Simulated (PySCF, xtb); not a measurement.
naphthalene (C10H8), SMILES c1ccc2ccccc2c1.

GFN2-xTB run with xtb at its own geometry gives an orbital gap of 3.25 eV and a dipole moment of 0.00 D.

The structure is a stationary point at r2SCAN-D4/def2-SVP.

**Question.** What does PySCF with CAM-B3LYP/def2-SVP give? (The exact figures need the calculation; the answer reports its results.)

**Answer.** gap 7.27 eV (levels -7.34 and -0.07 eV), dipole 0.00 D.
